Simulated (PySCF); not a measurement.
B(F)(SeH)2 (BFH2Se2), SMILES FB([SeH])[SeH].

The structure is a stationary point at B3LYP-D3(BJ)/def2-SVP. The structure was generated by enumeration, and PubChem lists no compound with its InChIKey, so it may never have been made. One conformer was computed; it need not be the lowest.

These are PySCF 2.14.0 with TDDFT-PBE0/def2-SVPD values and carry that method's errors.

Vertical excitations.  State labels are in the subgroup Cs.

List the lowest excited states. (The exact figures need the calculation; the answer reports its results.)


```json
[
 {"state": "S1", "symmetry": "A\"", "energy (eV)": "5.26", "λ (nm)": "236", "f": "0.000", "main pairs": "HOMO→LUMO+1 94 %"},
 {"state": "S2", "symmetry": "A'", "energy (eV)": "5.49", "λ (nm)": "226", "f": "0.225", "main pairs": "HOMO→LUMO 95 %"},
 {"state": "S3", "symmetry": "A\"", "energy (eV)": "5.80", "λ (nm)": "214", "f": "0.005", "main pairs": "HOMO→LUMO+2 71 %, HOMO−1→LUMO+1 17 %"},
 {"state": "S4", "symmetry": "A\"", "energy (eV)": "6.16", "λ (nm)": "201", "f": "0.001", "main pairs": "HOMO→LUMO+3 60 %, HOMO→LUMO+2 20 %, HOMO−1→LUMO+1 15 %"},
 {"state": "S5", "symmetry": "A\"", "energy (eV)": "6.49", "λ (nm)": "191", "f": "0.003", "main pairs": "HOMO−1→LUMO+1 48 %, HOMO−2→LUMO 23 %, HOMO→LUMO+3 20 %"},
 {"state": "S6", "symmetry": "A'", "energy (eV)": "6.52", "λ (nm)": "190", "f": "0.035", "main pairs": "HOMO−1→LUMO 92 %"},
 {"state": "S7", "symmetry": "A\"", "energy (eV)": "6.54", "λ (nm)": "190", "f": "0.000", "main pairs": "HOMO−2→LUMO 74 %, HOMO−1→LUMO+1 14 %"},
 {"state": "S8", "symmetry": "A\"", "energy (eV)": "6.85", "λ (nm)": "181", "f": "0.074", "main pairs": "HOMO→LUMO+4 51 %, HOMO−1→LUMO+2 44 %"},
 {"state": "S9", "symmetry": "A\"", "energy (eV)": "7.09", "λ (nm)": "175", "f": "0.019", "main pairs": "HOMO−1→LUMO+2 40 %, HOMO→LUMO+4 31 %, HOMO−1→LUMO+3 22 %"},
 {"state": "S10", "symmetry": "A'", "energy (eV)": "7.18", "λ (nm)": "173", "f": "0.009", "main pairs": "HOMO−2→LUMO+1 97 %"},
 {"state": "T1", "symmetry": "A'", "energy (eV)": "4.59", "λ (nm)": "270", "f": "0", "main pairs": "HOMO→LUMO 99 %"},
 {"state": "T2", "symmetry": "A\"", "energy (eV)": "4.91", "λ (nm)": "253", "f": "0", "main pairs": "HOMO→LUMO+1 88 %"},
 {"state": "T3", "symmetry": "A'", "energy (eV)": "5.27", "λ (nm)": "235", "f": "0", "main pairs": "HOMO−1→LUMO 98 %"},
 {"state": "T4", "symmetry": "A\"", "energy (eV)": "5.35", "λ (nm)": "232", "f": "0", "main pairs": "HOMO→LUMO+2 53 %, HOMO−1→LUMO+1 26 %, HOMO→LUMO+3 14 %"}
]
```
Triplets are in the Tamm–Dancoff approximation, which puts them higher than full response would, so one can lie above its singlet here.
